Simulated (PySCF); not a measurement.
Species: C5H9OP.
Z-matrix (Å and degrees, PBE0-D3(BJ)/def2-SVP geometry), rows numbered from 1:
```
C 
C   1  1.4908
C   2  1.3439  1  125.35
P   3  1.8053  2  121.31  1  -179.73
C   4  1.6895  3  101.50  2   179.58
O   5  1.3372  4  127.15  3    -0.02
C   6  1.4062  5  116.74  4   178.82
H   1  1.1035  2  111.11  3  -122.43
H   1  1.0998  2  111.65  3    -1.35
H   1  1.1031  2  111.01  3   119.53
H   2  1.0992  1  116.08  3  -179.84
H   3  1.0969  2  119.87  1     0.33
H   5  1.1010  4  117.49  3   179.94
H   7  1.0972  6  107.21  5  -179.46
H   7  1.1039  6  111.29  5   -60.43
H   7  1.1039  6  111.28  5    61.49
```

All values: CAM-B3LYP/def2-SVPD (PySCF, non-relativistic), on one gas-phase PBE0-D3(BJ)/def2-SVP geometry that isn't relaxed in the solvent. The solvent is an IEF-PCM continuum (cavity from Bondi-type radii × 1.2), and excitations are vertical TDDFT with non-equilibrium linear response and a frozen core. Only the electrostatic response of the medium enters.

Gas-phase singlets (H = HOMO, L = LUMO):

```
state  E (eV)  λ (nm)      f  leading configuration
   S1   4.539     273  0.504                H→L 97%
   S2   5.114     242  0.006              H-1→L 98%
   S3   5.594     222  0.006              H→L+1 37%
   S4   5.828     213  0.033              H→L+1 40%
   S5   5.995     207  0.018              H→L+3 88%
```

Q: How does the list change in acetonitrile (ε = 35.69)?

A: 
```
state  E (eV)  λ (nm)      f  leading configuration  change by rank (eV)
   S1   4.408     281  0.585                H→L 97%               -0.131
   S2   5.226     237  0.009              H-1→L 98%               +0.112
   S3   5.621     221  0.001              H→L+1 44%               +0.027
   S4   5.937     209  0.047              H→L+2 93%               +0.109
   S5   5.993     207  0.056              H→L+1 35%               -0.002
```

Q: The ground-state energy changes by -0.201 eV from gas to acetonitrile. By how much does the total energy of gas-phase S1 change?

A: E(S1) = E(S0) + excitation energy, so it changes by -0.201 − 0.131 = -0.332 eV: it is lowered more than the ground state, which is what a red shift means. This is the vertical state, with the slow part of the continuum still set for S0.

Q: How do the frontier levels move from gas to acetonitrile?

A: 
| orbital | gas (eV) | solvent (eV) | change (eV) |
| --- | --- | --- | --- |
| LUMO+2 | 1.67 | 1.73 | +0.06 |
| LUMO+1 | 1.29 | 1.50 | +0.21 |
| LUMO | -0.06 | -0.17 | -0.11 |
| HOMO | -7.01 | -7.15 | -0.14 |
| HOMO-1 | -8.87 | -9.12 | -0.25 |
| HOMO-2 | -9.42 | -9.55 | -0.13 |
| HOMO-3 | -10.64 | -10.67 | -0.03 |

The HOMO–LUMO gap goes from 6.95 to 6.97 eV. Rows go by rank; for LUMO+1 and LUMO+2 the atom shares or the degeneracy differ between the runs, so the row needn't follow one orbital.
